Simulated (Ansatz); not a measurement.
The first iterations of a band of CH$_{4}$NOSb (8 atoms, charge 0, multiplicity 1).

All numbers below come from RKS LDA/def2-SVP (Ansatz 0.2.0).

* movable images: 7
* climbing image: yes
* spring: 5.0 eV/Å²
* optimiser: quadratic models (default)
* start path: IDPP
* force threshold: 0.5 eV/Å
* iteration limit: 60
* end points: relaxed

Initial state:

```xyz
8
Properties=species:S:1:pos:R:3
O -0.510 1.470 -1.026
C 0.413 1.243 -0.248
N 0.431 0.142 0.506
Sb -1.341 -0.929 0.129
H 1.288 1.945 -0.130
H 1.211 -0.079 1.134
H -0.782 -1.564 -1.381
H -0.618 -2.285 0.960
```

Final state:

```xyz
8
Properties=species:S:1:pos:R:3
O -0.922 1.246 -0.444
C 0.191 1.140 0.029
N 0.799 -0.032 0.324
Sb -0.170 -1.838 -0.033
H 0.839 2.038 0.274
H 1.744 -0.002 0.722
H -0.735 -1.327 -1.582
H -1.654 -1.283 0.654
```

| iteration | highest image above the first end (eV) | largest band force component (eV/Å) |
| --- | --- | --- |
| 1 | 2.842 | 1.981 |
| 2 | 2.609 | 0.925 |

Question: Does the band converge within its limit, and where does its top end?

Answer: The run converged. It ended after 8 iterations with the highest image 2.549 eV above the first end. The threshold of 0.5 eV/Å is loose, so the images may lie well off the minimum-energy path. Neighbouring images differ by up to 1.9 eV, so the band resolves the path poorly. The order of the stationary point at the top wasn't checked.

Time of the run: 110 s on 1 thread of Intel(R) Xeon(R) Platinum 8375C CPU @ 2.90GHz (Ice Lake), on a shared host, peak memory 0.15 GiB.
